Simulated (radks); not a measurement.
The numbers below are computed, except where a source is named.
Task: Hf4+, configuration [Xe] 4f14. Code: a radial shooting solver on a logarithmic mesh with Libxc functionals. Model: non-relativistic Kohn-Sham, PBE, spin-polarised, spherical densities, point nucleus; relativity is left out, which matters for an element this heavy. Some entries of the table are withheld. Estimate them.

orbital  occ.  eigenvalue (Ry)  <r^2> (bohr^2)
1s          2        -4427.750       0.0005919
2s          2        -725.4831        0.009291
2p          6        -694.5935        0.006877
3s          2              (1)             (2)
3p          6        -151.9569         0.05429
3d         10        -125.4782         0.04241
4s          2        -34.85695          0.2910
4p          6        -28.99963          0.3033
4d         10        -18.37483             (3)
5s          2         -7.03942           1.674
5p          6              (4)             (5)
4f         14         -4.72864          0.5292

Result: 
(1) 3s eigenvalue (Ry): -166.1667
(2) 3s <r^2> (bohr^2): 0.05858
(3) 4d <r^2> (bohr^2): 0.3350
(4) 5p eigenvalue (Ry): -5.38598
(5) 5p <r^2> (bohr^2): 2.046
